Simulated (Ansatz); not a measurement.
A nudged elastic band was laid between two geometries of CH4AlClO (8 atoms, charge 0, multiplicity 1).

All numbers below come from RKS B3LYP-D4/6-31G (Ansatz).

- movable images: 5
- climbing image: yes
- spring: 5.0 eV/Å²
- optimiser: quadratic models (default)
- start path: through a guess of the saddle point
- force threshold: 0.03 eV/Å
- iteration limit: 60
- end points: relaxed

First end point:

```xyz
8
Properties=species:S:1:pos:R:3
O 0.463 0.679 -0.725
C 0.185 0.586 0.817
Al -0.042 -1.119 -0.154
Cl -2.142 -1.505 -0.772
H 0.212 1.479 -1.217
H -0.691 1.183 1.073
H 1.084 0.897 1.344
H 1.022 -2.258 -0.422
```

Last end point:

```xyz
8
Properties=species:S:1:pos:R:3
O -0.091 1.407 -0.060
C 0.286 0.179 0.883
Al 0.000 -1.455 0.076
Cl -0.781 -0.790 -2.004
H -0.596 1.053 -0.849
H 0.454 0.619 1.856
H 0.689 1.928 -0.334
H 0.132 -2.999 0.376
```

(1) Which bonds break or form, and what moves?

(2) Give the energies along the band, and the barrier.

(3) What is the geometry of the highest image?

The band took 24 iterations and about 5 core-minutes.

## Answers

(1) Bonds broken: O1–Al3, C2–H7. Bonds formed: O1–H7.

(2) It converged. The highest image is number 5 of 0 to 6, 282.4 kJ/mol above the first end and 6.2 kJ/mol above the last; the last end lies 276.2 kJ/mol above the first. Neighbouring images differ by up to 1.7 eV, so the band resolves the path poorly. A vibrational analysis at the climbing image gives one clearly imaginary mode, 211i cm⁻¹: a first-order saddle point. The orbitals stay closed-shell, which can raise the energy where a bond breaks towards radicals; this wasn't checked here. Limits of this set-up: no polarisation functions.

```tsv
image	path coordinate (Å)	energy (kJ/mol)	O1–Al3 (Å)	C2–H7 (Å)	O1–H7 (Å)
0	0.00	0.0	1.95	1.09	2.17
1	1.24	26.3	2.21	1.09	2.11
2	2.47	36.3	2.89	1.10	2.04
3	3.71	36.7	2.89	1.10	2.13
4	4.94	118.4	3.01	1.16	1.81
5	6.18	282.4	2.89	2.17	0.98
6	7.17	276.2	2.87	2.17	0.98
```

(3) 
```xyz
8
Properties=species:S:1:pos:R:3
O 0.082 1.441 -0.117
C 0.221 0.212 0.907
Al -0.055 -1.435 0.117
Cl -0.489 -0.933 -2.069
H -0.817 1.511 -0.493
H 0.453 0.685 1.851
H 0.752 1.408 -0.829
H -0.055 -2.947 0.577
```

Run time: 4.8 min on 1 thread of Arm Neoverse V1 (shared host), peak memory 0.12 GiB.
